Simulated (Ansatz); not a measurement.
Start from `CO[SiH](F)O[SiH3]` and change one atom or group to get `CO[SiH](O)F`.

Ansatz, PBE0-D4/def2-TZVP geometries, multiplicity 1. Each molecule was computed in one conformer, which needn't be the lowest.

```tsv
property	`CO[SiH](F)O[SiH3]`
HOMO–LUMO gap (PBE/def2-TZVPP) / eV	6.50
LUMO energy (B3LYP/def2-TZVPP) / eV	-0.01
HOMO–LUMO gap (B3LYP/def2-TZVPP) / eV	8.54
HOMO energy (ωB97M-V/def2-TZVPP) / eV	-11.22
LUMO energy (PBE/def2-TZVPP) / eV	-0.68
HOMO energy (PBE0/def2-TZVPP) / eV	-8.79
```

**Question.** Give the same properties after the change, and the shifts. (An estimate is asked.)

**Answer.** Ansatz gave: 
| property | `CO[SiH](O)F` | shift |
| --- | --- | --- |
| HOMO–LUMO gap (PBE/def2-TZVPP) / eV | 7.07 | 0.57 |
| LUMO energy (B3LYP/def2-TZVPP) / eV | 0.50 | 0.51 |
| HOMO–LUMO gap (B3LYP/def2-TZVPP) / eV | 8.99 | 0.45 |
| HOMO energy (ωB97M-V/def2-TZVPP) / eV | -11.15 | 0.07 |
| LUMO energy (PBE/def2-TZVPP) / eV | -0.04 | 0.64 |
| HOMO energy (PBE0/def2-TZVPP) / eV | -8.73 | 0.06 |

With PBE0 the HOMO rises by 0.06 eV and the LUMO rises by 0.66 eV, so the gap widens by about 0.60 eV. PBE moves the HOMO by 0.07 eV and ωB97M-V by 0.07 eV.

B3LYP here is the variant with VWN-RPA as its local correlation; programs differ in this.
